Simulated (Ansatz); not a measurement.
Total energies of Cd13Te13H30 from Ansatz at PBE0-D4/def2-TZVP, gas phase (1 Eh = 27.2114 eV = 2625.5 kJ/mol). The reference geometry is relaxed at PBE-D4/def2-SVP.

```xyz
56

Cd   -3.6388   -1.4263    0.9701
Cd   -3.3229    3.4803   -1.2090
Cd   -3.4910    3.5209    3.0844
Cd   -0.6352    0.1085    3.9750
Cd   -1.6175    5.7769    1.4891
Cd   -2.5800   -2.2276   -5.1573
Cd   -3.0978   -4.2422   -2.5444
Cd    0.2275   -3.6606    1.6513
Cd    0.9183   -3.2151   -3.6622
Cd    0.4424    0.5466   -0.7236
Cd    4.1029    1.8285    2.1003
Cd    5.9822   -1.3544    0.7685
Cd    4.1617   -2.2656    3.4132
Te   -4.0199    1.6491    0.9212
Te   -3.8122   -1.4341   -1.9530
Te   -3.5778    1.7540   -3.6938
Te   -0.7947   -0.9748    1.2922
Te   -0.4420    3.2709   -0.5127
Te   -0.5977    2.9703    3.3507
Te    2.4508    0.0701    3.6997
Te    2.4777    4.3921    2.0184
Te   -0.2868   -0.5271   -3.2854
Te   -0.4596   -4.2123   -1.3210
Te    3.0203   -3.2469    0.8668
Te    3.7675   -2.8604   -2.6749
Te    3.2904    0.4099   -0.3794
H    -4.6860   -2.2450    2.0326
H    -3.9189    5.0624   -1.4903
H    -4.4881    3.9753    4.3889
H    -3.1638    4.9953    1.6614
H    -1.2210   -0.5879    5.4127
H    -0.3035    6.8163    1.3727
H    -3.0176   -0.9831   -6.1963
H    -4.2370   -5.5061   -2.6270
H    -2.2143   -3.7259   -4.3491
H    -0.3320   -4.8526    2.7296
H     0.8987   -3.8417   -5.2571
H     5.7759    2.1596    2.2713
H     6.7196   -1.6447   -0.7123
H     4.8002   -3.2902    4.6153
H     5.5472   -1.0726    2.4306
H    -5.6832    1.9040    0.9036
H    -5.4539   -1.7990   -2.0226
H    -5.2503    1.7803   -3.4972
H    -3.7071    3.2097   -4.5682
H     0.1571    3.8663   -1.9677
H    -0.6095    3.4938    4.9504
H     3.0471    0.5094    5.2108
H     2.8576    4.6388    3.6405
H     3.9322    5.1779    1.6096
H     0.8010    0.3148   -4.2540
H    -0.1616   -5.8507   -1.5630
H     3.5226   -4.8174    1.2055
H     3.9350   -4.5360   -2.6422
H     4.2307   -2.8952   -4.3134
H     3.7553    1.6135   -1.4591
```

```json
{"state": "charge 0 singlet", "geometry": "reference", "energy (Eh)": "-5683.83749"}
{"state": "charge 1 doublet", "geometry": "reference", "energy (Eh)": "-5683.55444"}
{"state": "charge -1 doublet", "geometry": "reference", "energy (Eh)": "-5683.89372"}
{"state": "free Cd atom (singlet)", "geometry": "–", "energy (Eh)": "-167.77479"}
{"state": "free Te atom (triplet)", "geometry": "–", "energy (Eh)": "-267.99464"}
{"state": "free H atom (doublet)", "geometry": "–", "energy (Eh)": "-0.50104"}
```

In the def2 sets Cd, Te take a core potential; there is no spin–orbit coupling. Single mean-field runs in def2-TZVP are fitted with def2-universal-jkfit.

Work out the vertical ionisation energy to the doublet.

E(charge 1 doublet) − E(charge 0 singlet) = -5683.55444 − (-5683.83749) = 0.28305 Eh = 7.70 eV. For comparison, −ε of the highest occupied level is 6.79 eV at this level, 0.91 eV less.

Work out the vertical electron affinity, to the doublet.

E(charge 0 singlet) − E(charge -1 doublet) = -5683.83749 − (-5683.89372) = 0.05623 Eh = 1.53 eV. The basis lacks diffuse functions, which makes affinities too small.

Give the fundamental gap IE − EA, the Mulliken electronegativity (IE + EA)/2 and the hardness (IE − EA)/2.

From the values in Eh: IE − EA = 0.28305 − 0.05623 = 0.22682 Eh = 6.17 eV; (IE + EA)/2 = 4.62 eV; (IE − EA)/2 = 3.09 eV. The HOMO–LUMO gap of the same run is 4.54 eV, 1.63 eV smaller than the fundamental gap.

What is the binding energy per atom against free atoms?

Atoms: 13 × (-167.77479) + 13 × (-267.99464) + 30 × (-0.50104) = -5680.03379 Eh. Binding: -5680.03379 − (-5683.83749) = 3.80370 Eh = 103.50 eV, or 1.85 eV for each of 56 atoms (no zero-point energy, no counterpoise term).
